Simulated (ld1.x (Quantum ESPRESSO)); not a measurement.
# Configuration tests for Mo (TM semilocal)

```json
{
  "Element": "molybdenum",
  "Generator": "ld1.x (Quantum ESPRESSO) 7.5",
  "Type": "norm-conserving Troullier–Martins (semilocal form)",
  "Functional": "LDA (PZ)",
  "Relativity": "scalar-relativistic",
  "Frozen core": "[Ar] 3d10 4s2",
  "Valence charge": "12",
  "Reference configuration": "4p6 4d6 5s0 5p0",
  "Partial waves": "5s (bound, empty): rc 3.20 bohr; 4d (bound): rc 2.60 bohr; 4p (bound): rc 1.85 bohr",
  "Local potential": "the p channel",
  "Core correction": "none"
}
```

Energies are relative to the spin-unpolarised reference configuration 4p6 4d6 5s0 5p0; without spin polarisation the order of configurations can differ from experiment. Spin-polarised rows fill each open shell by Hund’s rule, majority spin first.

```tsv
valence configuration	charge	ΔE all-electron (eV)	error AE − PS (meV)
4p6 4d5 5s0 5p0	+1	6.364	-6.2
4p6 4d4 5s0 5p0	+2	22.067	-23
4p6 4d5 5s0.5 5p0	+0.5	2.042	-4.2
4p6 4d4 5s1 5p0	+1	7.441	-6.9
4p6 4d2 5s0 5p0	+4	88.725	+179
4p6 4d4 5s2 5p0	0	-0.683	-22
4p6 4d5 5s1 5p0 (spin-polarised)	0	-4.745	+520
```

Task: What are ΔE and the potential's error for 4p6 4d5 5s1 5p0?

Result: ΔE = -0.822 eV all-electron; the error (AE − PS) is -6.5 meV.

Task: What are ΔE and the potential's error for 4p6 4d6 5s0 5p0 (spin-polarised)?

Result: ΔE = -1.817 eV all-electron; the error (AE − PS) is +263 meV.

Levels in the configuration 4p6 4d5 5s1 5p0:

```
level  all-electron (eV)  pseudo (eV)
   4p            -38.589      -38.656
   4d             -3.935       -3.943
   5s             -4.329       -4.322
```
